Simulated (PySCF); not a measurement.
Si(F)2(Me)(SeH) (CH4F2SeSi), SMILES [SeH][Si](C)(F)F.

Coordinates come from a PBE0-D3(BJ)/def2-SVP optimisation. The structure was generated by enumeration, and PubChem lists no compound with its InChIKey, so it may never have been made. The values are those of a single conformer.

Two levels are set side by side: TDA-PBE/def2-SVPD (PySCF) and TDA-CAM-B3LYP/def2-SVPD (PySCF). Vertical, same geometry. The lowest singlet is HOMO→LUMO 99 % with PBE and HOMO→LUMO 52 %, HOMO→LUMO+1 42 % with the other functional; states are paired by order. Differences are taken from unrounded values.

```tsv
quantity	TDA-CAM-B3LYP
lowest singlet excitation (eV)	5.52
lowest triplet excitation (TDA) (eV)	5.06
first bright state (f over 0.05) (eV)	6.24
its oscillator strength	0.06
```

**Question.** What does TDA-PBE give, and how far is it from TDA-CAM-B3LYP? (Estimate from the structure and the level; the computed values follow.)

**Answer.** 
```json
[
 {"quantity": "lowest singlet excitation (eV)", "TDA-PBE": "5.28", "TDA-PBE minus TDA-CAM-B3LYP": "-0.24"},
 {"quantity": "lowest triplet excitation (TDA) (eV)", "TDA-PBE": "4.88", "TDA-PBE minus TDA-CAM-B3LYP": "-0.18"},
 {"quantity": "first bright state (f over 0.05) (eV)", "TDA-PBE": "7.78", "TDA-PBE minus TDA-CAM-B3LYP": "1.55"},
 {"quantity": "its oscillator strength", "TDA-PBE": "0.40", "TDA-PBE minus TDA-CAM-B3LYP": "0.33"}
]
```

A lower first singlet is the usual sign of a functional without exact exchange. Differences between two approximate levels are no errors against the true value.

Rough cost on one machine, each run with all the roots and properties that it gave: TDA-CAM-B3LYP against TDA-PBE about 3 times.
